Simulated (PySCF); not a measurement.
Si(Me)3(vinyl) (C₅H₁₂Si), SMILES C=C[Si](C)(C)C. Atoms are numbered in the order given.

```xyz
18

C      0.1492    -2.5162     0.0000
C      0.8291    -1.3517     0.0000
Si     0.0085     0.3555     0.0000
C      1.3607     1.6796     0.0000
C     -1.0752     0.5294     1.5446
C     -1.0752     0.5294    -1.5446
H      0.6521    -3.4995     0.0000
H     -0.9560    -2.5469     0.0000
H      1.9353    -1.4088     0.0000
H      0.9232     2.6991     0.0000
H      2.0081     1.5892    -0.8966
H      2.0081     1.5892     0.8966
H     -0.4686     0.4439     2.4690
H     -1.5940     1.5103     1.5618
H     -1.8482    -0.2659     1.5743
H     -0.4686     0.4439    -2.4690
H     -1.8482    -0.2659    -1.5743
H     -1.5940     1.5103    -1.5618
```

Geometry optimised at PBE-D3(BJ)/def2-SVP. The geometry has at least one imaginary mode, so it is a saddle point at that level. The isomer is the one that the SMILES or the coordinates give; other isomers of the formula were not compared. One conformer was computed; it need not be the lowest.

All values below come from ωB97X/def2-TZVP (PySCF).

ESP charges are fitted to the potential on shells at 1.4 to 2.0 van der Waals radii. Atomic charges (e):

| atom | meta-Löwdin | ESP fit |
|---|---|---|
| C1 | -0.22 | -0.36 |
| C2 | -0.36 | -0.44 |
| Si3 | 0.96 | 1.17 |
| C4 | ? | -0.89 |
| C5 | ? | -0.81 |
| C6 | ? | -0.81 |
| H7 | ? | 0.18 |
| H8 | ? | 0.16 |
| H9 | ? | 0.17 |
| H10 | 0.12 | 0.20 |
| H11 | 0.12 | 0.19 |
| H12 | 0.12 | 0.19 |
| H13 | 0.12 | 0.18 |
| H14 | 0.12 | 0.17 |
| H15 | 0.12 | 0.18 |
| H16 | 0.12 | 0.18 |
| H17 | 0.12 | 0.18 |
| H18 | 0.12 | 0.17 |

Problem. Some entries are withheld; supply them. (Estimate from the structure and the level; the computed values follow.)

Solution. 
- C4, meta-Löwdin: -0.59
- C5, meta-Löwdin: -0.59
- C6, meta-Löwdin: -0.59
- H7, meta-Löwdin: 0.11
- H8, meta-Löwdin: 0.10
- H9, meta-Löwdin: 0.11

Computed Mayer and Wiberg (Löwdin basis) orders of the bonds:
```tsv
bond	Mayer	Wiberg
C1–C2	1.92	2.23
C2–Si3	0.90	1.02
Si3–C4	1.00	1.14
Si3–C5	0.99	1.14
Si3–C6	0.99	1.14
C1–H7	0.97	0.90
C1–H8	0.97	0.89
C2–H9	0.94	0.84
C4–H10	0.96	0.91
C4–H11	0.96	0.91
C4–H12	0.96	0.91
C5–H13	0.96	0.91
C5–H14	0.96	0.91
C5–H15	0.95	0.90
C6–H16	0.96	0.91
C6–H17	0.95	0.90
C6–H18	0.96	0.91
```
